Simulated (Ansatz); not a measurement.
MoO2(OH)2 (MoO4H2). The state is a singlet with charge 0. Geometry PBE0-D4/def2-SVP, basis def2-TZVP, Ansatz.

| run | HOMO (eV) | LUMO (eV) |
| --- | --- | --- |
| A | -7.50 | -2.88 |
| B | -7.74 | -3.12 |
| C | -10.64 | -1.08 |
| D | -13.32 | 1.38 |
| E | -9.17 | -2.15 |
| F | -11.94 | 0.13 |

In the def2 sets Mo takes a core potential; there is no spin–orbit coupling. LC-ωPBE has ω = 0.4 bohr⁻¹.

The runs used CAM-B3LYP, HF, LC-ωPBE, LDA (SPW92), PBE, PBE0. Estimate which is which.

A PBE (0 % exact exchange); B LDA (SPW92) (0 % exact exchange); C CAM-B3LYP (range-separated); D HF (100 % exact exchange); E PBE0 (25 % exact exchange); F LC-ωPBE (range-separated). Exact exchange lowers occupied and raises empty levels; among semilocal functionals meta-GGAs tend to open the gap a little, and such runs are hard to tell apart. The gap grows from 4.62 eV (LDA (SPW92)) to 14.70 eV (HF).
